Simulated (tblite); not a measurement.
Isomers of C8H9FO. Computed values, GFN2-xTB/tblite, gas phase, harmonic and unscaled. This tight-binding method is rough: wavenumbers can miss measured ones by several per cent, in bad cases by 10 to 20. One conformer each.

Electronic energies: GFN2-xTB at the same geometries; isomer energies are rough at this level and their order can be wrong.

```
                      SMILES  electronic energy, lowest = 0 (kJ/mol)
C#C[C@@H]1C[C@@H](F)/C1=C\OC                                   289.9
     C=CC1(C=C)C[C@H]1C(=O)F                                   208.9
              CCc1cccc(O)c1F                                     0.0
C=C[C@@H]1C[C@@]1(C=C)C(=O)F                                   207.0
          OC[C@H](F)c1ccccc1                                    50.8
```

**Question.** How do GFN2-xTB zero-point energies change the relative energies?

**Answer.** 
| SMILES | ZPE (kJ/mol) | of it from modes above 1550 cm⁻¹ | electronic (kJ/mol) | with ZPE, lowest = 0 (kJ/mol) | lowest mode (cm⁻¹) | rings |
| --- | --- | --- | --- | --- | --- | --- |
| CCc1cccc(O)c1F | 391.6 | 185.9 | 0.0 | 0.0 | 32 | 1 |
| OC[C@H](F)c1ccccc1 | 390.7 | 185.2 | 50.8 | 49.9 | 36 | 1 |
| C=C[C@@H]1C[C@@]1(C=C)C(=O)F | 382.5 | 198.2 | 207.0 | 198.0 | 55 | 1 |
| C=CC1(C=C)C[C@H]1C(=O)F | 382.2 | 198.2 | 208.9 | 199.5 | 47 | 1 |
| C#C[C@@H]1C[C@@H](F)/C1=C\OC | 383.2 | 187.6 | 289.9 | 281.5 | 46 | 1 |

The zero-point energies span 9.4 kJ/mol, from `C=CC1(C=C)C[C@H]1C(=O)F` to `CCc1cccc(O)c1F`. The order is unchanged.

**Question.** What do entropy and thermal enthalpy add at 298.15 K and 1 bar (rigid rotor, harmonic oscillator, one conformer each)?

**Answer.** 
```csv
SMILES,point group,symmetry number,S (J/(mol K)),H − H(0) (kJ/mol),ZPE + H − H(0) − TS (kJ/mol)
CCc1cccc(O)c1F,C1,1,401.8,27.55,299.3
OC[C@H](F)c1ccccc1,C1,1,402.9,27.02,297.7
C=C[C@@H]1C[C@@]1(C=C)C(=O)F,C1,1,421.2,29.84,286.8
C=CC1(C=C)C[C@H]1C(=O)F,C1,1,424.3,29.95,285.6
C#C[C@@H]1C[C@@H](F)/C1=C\OC,C1,1,423.1,30.09,287.1
```
